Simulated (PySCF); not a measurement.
**MnH₂, quartet: structure and spectrum**

Level of theory: UBP86 in PySCF with Mn def2-TZVP, H def2-TZVP; no relativity; density-fitted integrals.

The structure is a minimum.

Coordinates in bohr (charge 0 multiplicity 4):
```
Mn    0.0607    0.0000    0.0000
H    -1.6664    0.0000    2.4024
H    -1.6664    0.0000   -2.4024
```

- Point group: C2v
- Bond lengths: Mn–H 1.566 Å (×2)
- Bond angles: H–Mn–H 108.6°
- Lowest empty level (α): -3.64 eV
- Principal polarisabilities: 30.3, 43.4, 49.4 bohr³
- Dipole moment: 2.20 D
- Rotational symmetry number: 2
- Entropy at 298.15 K and 1 bar (electronic part: spin only): 228.3 J/(mol K)
- Rotational constants: 10.38, 5.175, 3.453 cm⁻¹
- Highest occupied level (β): -3.70 eV
- Spin squared ⟨S²⟩: 3.858
- Atomisation energy without zero-point energy: 405 kJ/mol
- Heat capacity Cp at 298.15 K: 36.8 J/(mol K)
- Principal quadrupole moments (Buckingham, traceless) about the centre of mass: -1.40, -1.00, 2.40 D Å
- Enthalpy at 298.15 K above 0 K: 10.20 kJ/mol
- Zero-point energy: 25.6 kJ/mol

Harmonic modes (masses in u: Mn 54.938, H 1.008):
```tsv
symmetry	ω (cm⁻¹)	IR (km/mol)
a1	724	68.9
b2	1776	155
a1	1781	41.1
```

In C2v the vibrations span 2a1 + b2. Here b1 is antisymmetric to the molecular plane and b2 lies in it.

Charges (e):
| atom | Mulliken | Löwdin | polar tensor | spin (Mulliken) | Mayer order to Mn1 |
| --- | --- | --- | --- | --- | --- |
| Mn1 | 0.20 | 0.16 | 0.53 | 3.37 | – |
| H2,3 | -0.10 | -0.08 | -0.27 | -0.19 | 0.95 |

Mulliken populations on Mn1: s 6.93, p 12.16, d 5.71, f 0.00.

Outer orbital energies (eV). α occupied: -8.04, -7.43, -6.30, -6.23, -6.16, -5.18; empty: -3.64, -2.04, -0.33, 2.01. β occupied: -7.86, -6.95, -3.70; empty: -3.14, -3.11, -2.85, -2.38.

Other isomers or separated fragments may lie lower. With open d or f shells other occupations or spin states may lie lower. At this level a sextet minimum of C2v symmetry lies 105 kJ/mol below this structure.

The final relaxation and frequency run took about 28 core-seconds on a shared host.
